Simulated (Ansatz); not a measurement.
`O=Cc1ccc[nH]1` → 5 C• + 5 H• + N• + O•  (atomization)

Computed with Ansatz on PBE0-D4/def2-TZVP structures; ΔE is electronic, products minus reactants. CCSD(T)/CBS adds triple-zeta CCSD(T) − MP2 to the extrapolated MP2 energy (def2 sets, frozen cores). This one scheme is used for every species, atoms too. Functionals use def2-TZVPP. B3LYP here is the variant with VWN-RPA as its local correlation; programs differ in this. HSE06 is defined as in plane-wave codes. No spin–orbit coupling; open shells (•) take unrestricted orbitals. Spin–orbit coupling would lower the free atoms: a little for C, O. One conformer a species, not always the lowest.

`O=Cc1ccc[nH]1`:

Cartesian coordinates in Å:
```
O 0.391 -2.752 0.668
C 0.793 -1.883 -0.078
C 0.283 -0.536 -0.081
C 0.612 0.571 -0.844
C -0.207 1.630 -0.421
C -1.012 1.140 0.590
N -0.707 -0.159 0.782
H 1.594 -2.081 -0.817
H 1.363 0.596 -1.619
H -0.218 2.639 -0.800
H -1.774 1.632 1.175
H -1.118 -0.795 1.446
```

(1) What is ΔE at CCSD(T)/CBS? (An estimate is asked.)

(2) What do these levels give: LDA (SPW92), B97M-V, B3LYP-D4, HSE06, LC-ωPBE, HF/def2-QZVPP? (An estimate is asked.)

Largest T1 diagnostic among the species: 0.014.

## Answers

(1) The calculation gave: +5590.8 kJ/mol.

(2) Computed: LDA (SPW92) 6616.8, B97M-V 5637.7, B3LYP-D4 5634.2, HSE06 5696.7, LC-ωPBE 5644.0, HF/def2-QZVPP 3927.8 kJ/mol.

From r2SCAN to r2SCAN0 (25 % exact exchange), in def2-TZVPP and without D4, ΔE moves by −129.4 kJ/mol: exact exchange takes away binding that semilocal exchange gives to molecules. The D4 term adds +45.0 kJ/mol with B3LYP and +23.5 kJ/mol with PBE0; it sums over pairs of atoms, weighted by their polarisabilities, and B3LYP, whose exchange is more repulsive, gets the larger term.

For atomizations the MP2-based limit and the directly extrapolated one differ by several kJ/mol either way, and by 10 to 25 for some Ge, Se and Sn compounds, so smaller differences from it don't rank the levels.
